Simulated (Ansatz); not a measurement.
`[Cl][Zr]([Cl])([Cl])[Br]` and `C[NH][Zr]([Cl])([Cl])[Cl]` differ in one atom or group.

Ansatz, PBE0-D4/def2-TZVP geometries, multiplicity 1. Each molecule was computed in one conformer, which needn't be the lowest.

Elements past krypton have def2 core potentials. Scalar relativity is left out up to krypton.

```json
{"property": "LUMO energy (ωB97M-V/def2-TZVPP) / eV", "`[Cl][Zr]([Cl])([Cl])[Br]`": "-0.63"}
{"property": "HOMO–LUMO gap (PBE0/def2-TZVPP) / eV", "`[Cl][Zr]([Cl])([Cl])[Br]`": "6.52"}
{"property": "zero-point energy (PBE0-D4/def2-TZVP) / kJ/mol", "`[Cl][Zr]([Cl])([Cl])[Br]`": "12.1"}
{"property": "HOMO–LUMO gap (PBE/def2-TZVPP) / eV", "`[Cl][Zr]([Cl])([Cl])[Br]`": "4.49"}
{"property": "size of the dipole moment (B3LYP/def2-TZVPP) / D", "`[Cl][Zr]([Cl])([Cl])[Br]`": "0.08"}
{"property": "LUMO energy (B3LYP/def2-TZVPP) / eV", "`[Cl][Zr]([Cl])([Cl])[Br]`": "-2.87"}
```

Question: What does the change do to each property? (Best estimate.)

Answer: The calculation gave: 
```
                                        property  `C[NH][Zr]([Cl])([Cl])[Cl]`  shift
           LUMO energy (ωB97M-V/def2-TZVPP) / eV                         0.04   0.67
            HOMO–LUMO gap (PBE0/def2-TZVPP) / eV                         5.74  -0.78
  zero-point energy (PBE0-D4/def2-TZVP) / kJ/mol                        149.8  137.7
             HOMO–LUMO gap (PBE/def2-TZVPP) / eV                         3.60  -0.89
size of the dipole moment (B3LYP/def2-TZVPP) / D                         3.26   3.18
             LUMO energy (B3LYP/def2-TZVPP) / eV                        -2.26   0.61
```

With PBE0 the HOMO rises by 1.43 eV and the LUMO rises by 0.64 eV, so the gap narrows by about 0.79 eV. PBE moves the HOMO by 1.45 eV and ωB97M-V by 1.32 eV. The zero-point energy changes by 137.7 kJ/mol with +15 modes. Dipoles are sizes alone; their direction can turn.

B3LYP here is the variant with VWN-RPA as its local correlation; programs differ in this.

Spin–orbit coupling is left out; it splits and shifts lone-pair levels of the heavy atoms by tenths of an eV.
